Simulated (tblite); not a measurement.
C7H5N3.
Geometry (GFN2-xTB, Å), atoms numbered from 1 in this order:
```
atom  x, y, z in Å
C1     0.170    2.705   -1.691
C2     0.558    1.767   -1.049
C3     1.025    0.664   -0.296
N4     2.347    0.555   -0.137
N5     2.853   -0.427    0.516
N6     2.123   -1.339    1.072
C7     0.805   -1.291    0.979
C8     0.145   -0.288    0.265
C9    -1.295   -0.188    0.109
C10   -2.151   -1.178    0.341
H11   -0.166    3.528   -2.250
H12    0.271   -2.073    1.501
H13   -1.648    0.772   -0.246
H14   -3.209   -1.045    0.201
H15   -1.832   -2.155    0.664
```

Calculated harmonic vibrations of the isolated species, GFN2-xTB (tblite), most abundant isotopes, no scaling. The method is semi-empirical: single wavenumbers can be off by several per cent or more. One conformer, not necessarily the lowest.

Harmonic wavenumbers (cm⁻¹): 55.3, 67.6, 115.9, 159.1, 216.1, 266.2, 331.9, 387.6, 461.8, 502.1, 520.9, 601.5, 655.8, 668.7, 675.5, 764.0, 774.6, 876.0, 884.0, 904.1, 1007.4, 1021.1, 1073.8, 1152.2, 1167.6, 1250.7, 1290.1, 1335.1, 1362.3, 1410.6, 1451.1, 1482.8, 1662.6, 2242.6, 3059.4, 3062.1, 3109.3, 3137.2, 3390.6.

A = 1666, B = 1556, C = 807.0 MHz; mass 131.048 u (most abundant isotopes); point group C1, symmetry number 1.

Task: What is the zero-point energy?

Result: Half the sum of the wavenumbers: 22279 cm⁻¹ = 63.70 kcal/mol.

Task: What is S at 298.15 K and 1 bar for an ideal gas of classical rigid rotors and harmonic oscillators?

Result: Translation 40.55, rotation 29.42, vibration 25.36: S = 95.3 cal/(mol K).

Task: And Cp and H(298.15 K) − H(0)?

Result: Cp = 35.22 cal/(mol K), of which vibrations give 27.27 (their classical limit is 39 R = 77.5); H(298.15 K) − H(0) = 6.40 kcal/mol without the zero-point energy, 4.03 from vibrations.

Task: Which modes carry the vibrational entropy at 298.15 K?

Result: 55.3 cm⁻¹: 4.62; 67.6 cm⁻¹: 4.22; 115.9 cm⁻¹: 3.17; 159.1 cm⁻¹: 2.56; 216.1 cm⁻¹: 1.99; 266.2 cm⁻¹: 1.62 cal/(mol K); the other 33 give 7.18 together.

Task: Blend soft modes into free rotors: weight 1/[1 + (100 cm⁻¹/ν̃)⁴] for the oscillator and the rest for a rotor with moment μB/(μ + B), μ = h/(8π²ν), B = 10⁻⁴⁴ kg m². What vibrational entropy results?

Result: 23.31 cal/(mol K) in place of 25.36, which changes −T·S at 298.15 K by +0.61 kcal/mol.

Hindered rotation and anharmonicity are outside this model. Other conformers, if any are populated, would add a mixing term that is left out. The structure is chiral; the term R ln 2 for an equal mix with its mirror image is left out.
